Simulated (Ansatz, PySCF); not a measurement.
Gas-phase reaction in SMILES: CC(=O)[O][GeH2] -> [CH2]C(=O)[O][GeH3]
Each molecule is optimised on its own at B3LYP-D3(BJ)/def2-TZVP (Ansatz, a program for electronic structure), one conformer each, not searched for the lowest.

Property: isomerisation energy (enthalpy at 298 K, with B3LYP-D3(BJ) rigid-rotor harmonic-oscillator terms from PySCF), in kJ/mol. Valence correlation only, unless marked. UHF or UKS for open shells. No spin-orbit coupling. The frozen core is the preceding noble-gas configuration, with the filled d and f shells of earlier blocks. Non-relativistic. CBS(X,Y): correlation extrapolated as X^-3; Hartree-Fock from the larger set.

```
level              program  isomerisation energy (kJ/mol)
-----------------  -------  -----------------------------
HF/cc-pVQZ          Ansatz                           23.5
r2SCAN/def2-TZVPD   Ansatz                           37.0
```

Question: What does CCSD(T)/CBS(cc-pVTZ,cc-pVQZ) (Ansatz) give?

Answer: 49.3 kJ/mol, so r2SCAN/def2-TZVPD differs from it by -12.3 kJ/mol.
